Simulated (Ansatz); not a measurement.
One geometry of Ga2N2, several levels of theory.

```yaml
crystal:
  periodic: [false, false, false]
  atoms:
    - {symbol: Ga, position_ang: [0.500306, 1.540604, 0.746540]}
    - {symbol: Ga, position_ang: [-0.481126, 0.967776, -1.691761]}
    - {symbol: N, position_ang: [0.075743, -0.693806, 0.481660]}
    - {symbol: N, position_ang: [-0.094933, -1.814574, 0.463572]}
basis:
  gaussian: {orbitals: def2-TZVP, initial_orbitals: start.molden}
magnetization: {spin_polarized: true, initial_magnetization: 2}
hamiltonian: {xc: {name: PBE-QIDH}}
scf: {omitted_lower_state_checks: [starts]}
```

The file start.molden holds the orbitals of an earlier run on this structure, at another level or in another basis.

```sh
$ ansatz run in.yaml --threads 2 --pin off --events-out ev --progress --plain --max-ram 4352MiB
```

It prints (some lines left out):

```
Functional definition: PBE-QIDH
1045 factors; integrals over basis functions are off by at most 8.0e-4 eV
mean field evaluation 1: about -107691.0757 eV, gradient 1.5e1 eV
mean field evaluation 2: about -107691.4848 eV, gradient 6.8e-1 eV
mean field evaluation 4: about -107691.6545 eV, gradient 4.8e-2 eV
mean field evaluation 8: about -107691.6546 eV, gradient 1.7e-6 eV
mean field -107691.65461127 eV, -3957.5953109391 hartree, gradient 8.4e-6 eV, S^2 2.039665; 0 other end points of the search recorded, 0 dependent functions left out
20 core orbitals not correlated: weight in the atoms' cores, before any rotation towards them, 1.000 or more for the frozen orbitals, at most 0.000 for the correlated occupied ones
reference -107691.65462249 eV, -3957.5953113513 hartree; 19, 17 occupied and 119, 121 virtual orbitals, 1045 factors
second order -24.34508826 eV of doubles, -0.00000000 eV of singles
Total energy: -107699.76965191 eV, -3957.8935331819 hartree
Checks for a lower state left out: starts
```

It took 12 s on 2 threads of Arm Neoverse V1 on a shared host.

The first input with `hamiltonian: {xc: hse06, dispersion: d4}`, `output: {orbitals: {seedname: orbitals}}` (abridged; 7.5 s):

```
Functional definition: HSE06
mean field -107718.98251672 eV, -3958.5995929405 hartree, gradient 2.6e-5 eV, S^2 2.009947
Total energy: -107719.09372815 eV, -3958.6036798855 hartree
Checks for a lower state left out: starts
```

First input, but with `hamiltonian: {xc: {text: "exchange = 0.90*pbe_x + 0.10*exact_x\ncorrelation = pbe_c"}}`, `output: {orbitals: {seedname: orbitals}}` (abridged; 6.5 s):

```
Functional definition: unnamed
mean field -107718.19106791 eV, -3958.5705077334 hartree, gradient 3.7e-5 eV, S^2 2.006159
Total energy: -107718.19110097 eV, -3958.5705089484 hartree
Checks for a lower state left out: starts
```

As the first input, with `hamiltonian: {xc: {name: LC-wPBE}}`, `output: {orbitals: {seedname: orbitals}}` (abridged; 9.5 s):

```
Functional definition: LC-wPBE
mean field -107719.51500159 eV, -3958.6191613988 hartree, gradient 2.2e-5 eV, S^2 2.026508
Total energy: -107719.51500160 eV, -3958.6191613991 hartree
Checks for a lower state left out: starts
```

As the first input, with `hamiltonian: {xc: {text: "exchange = 0.95*pbe_x + 0.05*exact_x\ncorrelation = pbe_c"}}`, `output: {orbitals: {seedname: orbitals}}` (abridged; 6.5 s):

```
Functional definition: unnamed
mean field -107717.90501310 eV, -3958.5599954132 hartree, gradient 4.1e-5 eV, S^2 2.005071
Total energy: -107717.90504794 eV, -3958.5599966934 hartree
Checks for a lower state left out: starts
```

The first input with `hamiltonian: {xc: {name: BHLYP}, dispersion: d4}`, `output: {orbitals: {seedname: orbitals}}` (abridged; 8 s):

```
Functional definition: BHLYP
mean field -107733.05204257 eV, -3959.1166384790 hartree, gradient 5.1e-5 eV, S^2 2.017288
Total energy: -107733.27917042 eV, -3959.1249852736 hartree
Checks for a lower state left out: starts
```

As the first input, with `hamiltonian: {xc: {name: B2PLYP}}` (abridged; 9 s):

```
Functional definition: B2PLYP
mean field -107707.25857991 eV, -3958.1687462096 hartree, gradient 3.1e-6 eV, S^2 2.022003
20 core orbitals not correlated: weight in the atoms' cores, before any rotation towards them, 1.000 or more for the frozen orbitals, at most 0.000 for the correlated occupied ones
second order -26.70295766 eV of doubles, -0.00000000 eV of singles
Total energy: -107714.46851884 eV, -3958.4337065785 hartree
Checks for a lower state left out: starts
```

Geometry: PBE-D4/def2-SVP.

LC-ωPBE has ω = 0.4 bohr⁻¹. HSE06 is defined as in plane-wave codes, on full-range PBE exchange. Correlated methods freeze 20 core orbitals; core or outer-core shells of Ga are correlated, in sets that lack core-valence functions. The structure comes from a short search, and lower isomers may exist.
